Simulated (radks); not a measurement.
Q: The table gives one normalised radial function P(r) = r R(r) of Os+ in [Xe] 4f14 5d5.5 6s1.5 (r in bohr). All-electron calculation, scalar-relativistic Kohn-Sham, r2SCAN, spin-polarised, spherical densities, finite nucleus; open shells are filled with parallel spins first (spin-orbit coupling, left out, can overturn this in heavy ions); meta-GGA in the generalised Kohn-Sham scheme; Fermi nuclear charge, rms radius 5.4126 fm. Program: a radial shooting solver on a logarithmic mesh with Libxc functionals.

| r | P |
|---|---|
| 0.001409 | 0.0000 |
| 0.00191 | 0.0000 |
| 0.002589 | 0.0000 |
| 0.003508 | 0.0000 |
| 0.004755 | 0.0000 |
| 0.006444 | 0.0000 |
| 0.008734 | 0.0001 |
| 0.01184 | 0.0002 |
| 0.01604 | 0.0006 |
| 0.02174 | 0.0017 |
| 0.02946 | 0.0049 |
| 0.03993 | 0.0137 |
| 0.05412 | 0.0358 |
| 0.07335 | 0.0877 |
| 0.09861 | 0.1928 |
| 0.1336 | 0.3892 |
| 0.1811 | 0.6876 |
| 0.2455 | 1.0381 |
| 0.3327 | 1.3116 |
| 0.4509 | 1.3564 |
| 0.6111 | 1.1351 |
| 0.8281 | 0.7666 |
| 1.122 | 0.4114 |
| 1.521 | 0.1693 |
| 2.061 | 0.0505 |
| 2.794 | 0.0101 |
| 3.786 | 0.0013 |
| 5.132 | 0.0001 |
| 6.955 | 0.0000 |
| 9.426 | 0.0000 |

Which n and l does it have? It may be an empty orbital.

A: n = 4, l = 3: the number of nodes gives n - l - 1 = 0, the rise at small r (about r^(l+1), flatter next to the nucleus through relativity) gives l, and the extent must fit the shell. The curve is that of 4f down; the table hardly tells the two spins apart. 4f down: eigenvalue -61.631 eV, 0 radial nodes, <r> = 0.554 bohr, 90 % of the charge inside 0.903 bohr.
